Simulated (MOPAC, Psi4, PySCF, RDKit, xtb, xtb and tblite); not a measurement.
Two geometries of SMILES c1ccc(o1)[SiH2]CB (C5H9BOSi), relaxed at GFN2-xTB with one dihedral held; other torsions can differ between them too.

Structure A

```
17

B     -3.4826    -0.0864    -0.3542
C     -1.9709    -0.4480    -0.5151
Si    -1.3223    -0.7429    -2.2776
C      0.5056    -1.1486    -2.1540
C      1.4067    -1.2042    -1.1234
C      2.6491    -1.5769    -1.6819
C      2.4212    -1.7234    -3.0161
O      1.1393    -1.4688    -3.3089
H     -3.9945    -0.1516     0.6976
H     -4.0917     0.3474    -1.2539
H     -1.6738    -1.2588     0.1527
H     -1.4435     0.4303    -0.1253
H     -2.0105    -1.8756    -2.9141
H     -1.4839     0.4579    -3.1095
H      1.2034    -1.0027    -0.0911
H      3.5779    -1.7165    -1.1671
H      3.0687    -1.9957    -3.8268
```

Structure B

```
17

B     -3.4466    -0.0028    -0.5908
C     -1.9569    -0.4273    -0.4149
Si    -1.6009    -1.6587     0.9933
C      0.2391    -2.0257     0.9733
C      1.3048    -1.5444     0.2591
C      2.4505    -2.2334     0.7137
C      2.0056    -3.0888     1.6749
O      0.6814    -2.9718     1.8379
H     -4.1611     0.0287     0.3353
H     -3.8815     0.2404    -1.6509
H     -1.4268     0.4897    -0.1354
H     -1.4956    -0.7526    -1.3478
H     -1.9564    -1.0876     2.2999
H     -2.3321    -2.9188     0.7957
H      1.2708    -0.7890    -0.4999
H      3.4594    -2.1117     0.3754
H      2.5179    -3.8033     2.2894
```

Which is lower in energy at the level B3LYP-D3(BJ)/def2-SVP // GFN2-xTB in Psi4 1.11, and by how much?

B is lower, by 0.81 kcal/mol (dihedral H9–B1–C2–Si3: 165° in A, 30° in B).

E(B) − E(A) in kcal/mol at the other levels, on the same two geometries: GFN2-xTB (xtb and tblite) -0.70; B3LYP/def2-SVP // GFN2-xTB (Psi4) -0.78; PBE/def2-SVP // GFN2-xTB (Psi4) -0.86; PBE-D3(BJ)/def2-SVP // GFN2-xTB (Psi4) -0.87; UFF // GFN2-xTB (RDKit) -0.25; PM3, restricted, heats of formation // GFN2-xTB (MOPAC) -0.54; PM6, restricted, heats of formation // GFN2-xTB (MOPAC) -0.36; GFN1-xTB // GFN2-xTB (xtb) -1.12; restricted B3LYP/6-31G*, spherical d, density fitting // GFN2-xTB (PySCF) -0.81; restricted LDA (SVWN5)/6-31G*, spherical d, density fitting // GFN2-xTB (PySCF) -0.93; restricted BP86/6-31G*, spherical d, density fitting // GFN2-xTB (PySCF) -0.88; restricted B3LYP/3-21G, density fitting // GFN2-xTB (PySCF) -0.78.
